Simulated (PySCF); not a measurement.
A structure optimised at PBE0-D3(BJ)/def2-SVP, used in a PySCF frequency run:

```
C
N 1 1.2612
C 2 1.4361 1 119.36
H 3 1.1024 2 109.04 1 -122.39
H 3 1.1024 4 105.91 2 117.22
H 3 1.1075 4 108.58 5 116.45
C 1 1.5365 2 135.59 3 0.00
H 7 1.1031 1 116.06 2 -65.40
H 7 1.1031 8 109.53 1 -133.82
O 7 1.4486 8 111.13 9 -123.18
B 10 1.3813 7 93.33 8 -118.87
O 11 1.3394 10 128.16 7 180.00
H 12 0.9643 11 112.82 10 0.00
```
Charge 0, spin multiplicity 1.

Task: Write its SMILES, formula and point group.

Result: C/N=C1\COB1O, C3H6BNO2, Cs

Task: What are its rotational constants (standard atomic weights)?

Result: 5.6486, 1.8116, 1.3959 GHz
